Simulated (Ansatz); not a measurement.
A made-up structure of CH$_{2}$SiTe, singlet:

Si1  (-1.543, -1.031, -0.439)
C2  (-0.242, -0.134, 0.192)
Te3  (1.156, 0.710, 1.264)
H4  (1.220, 1.363, 2.822)
H5  (2.488, 0.305, 0.327)
(Å)

It is relaxed with PBE-D4/def2-SVP and then PBE0-D4/def2-TZVP (Ansatz 0.2.0). Atoms count as bonded within 1.22 times the sum of their covalent radii (H–H: 0.88 Å). The end point is not checked to be a true minimum.

(1) Does its bonding change? (A judgement: the text doesn't fix the answer.)

## Answers

(1) The calculation gives: No: no bond forms or breaks.

Where it ends: The first stage lowers the energy by 2.06 eV in 9 steps. It ends as CH₂SiTe ([Si][C][TeH2]):
Si1  (-1.530, -0.997, -0.317)
C2  (-0.251, -0.196, 0.349)
Te3  (1.068, 1.140, 0.869)
H4  (1.237, 0.930, 2.543)
H5  (2.554, 0.336, 0.723)
(Å)

Labels in which every atom is bracketed show which atoms are joined, not bond orders.

For scale, one of the runs: PBE0-D4/def2-TZVP relaxation, 130 basis functions, launched by `ansatz run in.yaml --threads 2 --pin off --events-out ev --progress --plain --max-ram 4352MiB`. The run took about 12 s on 2 CPU threads of an Arm Neoverse V2 (shared host).
